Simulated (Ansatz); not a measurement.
```xyz
14

Si    0.758   -1.235   -1.874
Si    1.501   -0.549    0.235
Si    0.231    1.273    0.967
Si   -2.036    0.700    0.987
H     1.582   -2.358   -2.397
H    -0.658   -1.681   -1.785
H     0.836   -0.099   -2.832
H     1.343   -1.673    1.201
H     2.946   -0.189    0.171
H     0.441    2.419    0.038
H     0.659    1.695    2.331
H    -2.871    1.817    1.506
H    -2.481    0.373   -0.395
H    -2.249   -0.495    1.847
```

Charge 0, multiplicity 1.

List the r2SCAN/def2-TZVPP orbital energies in eV (the Gaussian-basis code of Ansatz). (Estimate.)

The calculation gave: Occupied: -1790.97, -1790.97, -1790.95, -1790.95, -141.47, -141.47, -141.46, -141.45, -96.33, -96.33, -96.32, -96.32, -96.32, -96.32, -96.31, -96.30, -96.30, -96.30, -96.30, -96.30, -15.05, -14.17, -13.16, -12.18, -9.48, -9.39, -9.07, -8.87, -8.67, -8.64, -8.04, -7.44, -7.12. Lowest empty: -0.95, -0.88, -0.34, -0.28, -0.23, 0.15, 0.48, 0.86.
